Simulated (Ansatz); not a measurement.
Stepwise reaction of `[Br][Cd][Br]` with water, as a gas-phase model of exchange steps in deposition or etching. ΔE in kJ/mol; ΔG adds harmonic PBE0-D4 terms to CCSD(T)/CBS, at 1 bar.

Program: Ansatz. Geometries: PBE0-D4/def2-TZVP. ΔE: electronic, gas phase. CCSD(T)/CBS adds triple-zeta CCSD(T) − MP2 to the extrapolated MP2 energy (def2 sets, frozen cores). This one scheme is used for every species. Functionals use def2-TZVPP. B3LYP here is the variant with VWN-RPA as its local correlation; programs differ in this. def2 core potentials past Kr. For Br, Cd outer-core shells are correlated without core-valence functions, which leaves a few kJ/mol of doubt a bond. Scalar relativity is left out up to krypton. One conformer a species, not always the lowest.

| step | reaction | PBE-D4 | B3LYP-D4 | ωB97M-V | CCSD(T)/CBS | ΔG(600 K) |
| --- | --- | --- | --- | --- | --- | --- |
| 1 | `[Br][Cd][Br]` + H₂O → `[OH][Cd][Br]` + HBr | 129.6 | 137.1 | 141.9 | 143.2 | 125.5 |

(1) Give the row of step 2, `[OH][Cd][Br]` + H₂O → `[OH][Cd][OH]` + HBr. (Best estimate.)

(2) By hand: ΔE of the 2 steps together at CCSD(T)/CBS.

## Answers

(1) The calculation gave: 
```
step                                     reaction  PBE-D4  B3LYP-D4  ωB97M-V  CCSD(T)/CBS  ΔG(600 K)
   2  `[OH][Cd][Br]` + H₂O → `[OH][Cd][OH]` + HBr   129.4     136.7    142.6        143.4      135.8
```

(2) (143.2) + (143.4) = 286.6 kJ/mol, or 143.3 kJ/mol a step.

In ΔE the steps differ by no more than 0.2 kJ/mol. All are uphill at CCSD(T)/CBS. ΔG lies between 125.5 and 135.8 kJ/mol a step. PBE-D4 differs from CCSD(T)/CBS by -14.0 to -13.6 kJ/mol a step. Isolated molecules leave out the surface, adducts and barriers. Largest T1 diagnostic: 0.017.
